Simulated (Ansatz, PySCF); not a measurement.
C4H4F2. Atoms are numbered in the order given.

```xyz
10

F      0.5083    -2.4568     0.0000
C     -0.6120    -1.7384     0.0000
C     -0.6022    -0.4017     0.0000
C      0.6022     0.4017     0.0000
C      0.6120     1.7384     0.0000
F     -0.5083     2.4568     0.0000
H     -1.5134    -2.3564     0.0000
H     -1.5704     0.1032     0.0000
H      1.5704    -0.1032     0.0000
H      1.5134     2.3564     0.0000
```
Charge 0, spin multiplicity 1.

The structure is a stationary point at PBE0-D3(BJ)/def2-SVP. The values are those of a single conformer.

Vertical ionisation energy (IE) and electron affinity (EA) in eV. Rows of orbital energies are one-electron estimates. Where ΔSCF, EOM or ADC give a negative EA the extra electron is unbound and the value depends on the basis.

| level | IE | EA |
|---|---|---|
| −ε(HOMO), −ε(LUMO), r2SCAN/def2-TZVP (PySCF) | 5.74 | 1.60 |
| −ε(HOMO), −ε(LUMO), PBE/def2-TZVP (PySCF) | 5.56 | 1.75 |
| ΔSCF, PBE0/def2-SVPD (Ansatz), final states of multiplicity 2 and 2 | 8.87 | -0.97 |
| ΔSCF, PBE/def2-SVPD (Ansatz), final states of multiplicity 2 and 2 | 8.74 | -1.00 |

Task: What vertical singlet–triplet gap does ΔSCF give with PBE0/def2-SVPD (Ansatz, an electronic-structure program) and with PBE/def2-SVPD (Ansatz)? (An estimate is asked for; the answer gives what the named calculation found.)

Result: 3.13 and 3.12 eV (triplet above singlet where positive).
